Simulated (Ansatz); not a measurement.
Reactions of BrClSi, SMILES `Cl[Si]Br`.

Isolated molecules relaxed with PBE0-D4/def2-TZVP in Ansatz; ΔE leaves out vibrations. CCSD(T)/CBS is the MP2 limit (def2-TZVPP, def2-QZVPP) plus CCSD(T) − MP2 in def2-TZVPP, frozen cores. This one scheme is used for every species. Functionals use def2-TZVPP. For Br outer-core shells are correlated without core-valence functions, which leaves a few kJ/mol of doubt a bond. Scalar relativity is left out up to krypton. One conformer a species, not always the lowest.

```
                                        reaction  CCSD(T)/def2-SVP (eV)  ωB97X-V (eV)  CCSD(T)/CBS(def2) (eV)
           `Cl[Si]Br` + CH₃OH → `CO[Si]Cl` + HBr                  -0.31         -0.31                   -0.25
               `Cl[Si]Br` + H₂ → `[SiH]Br` + HCl                   1.08          1.26                    1.29
             `Cl[Si]Br` + HCl → `Cl[Si]Cl` + HBr                  -0.03         -0.04                    0.00
`Cl[Si]Br` + dimethylamine → `CN(C)[Si]Br` + HCl                  -0.07          0.04                   -0.01
    `Cl[Si]Br` + silanol → `[SiH3]O[Si]Br` + HCl                  -0.39         -0.34                   -0.33
```

Largest T1 diagnostic: 0.014, for `CO[Si]Cl`.
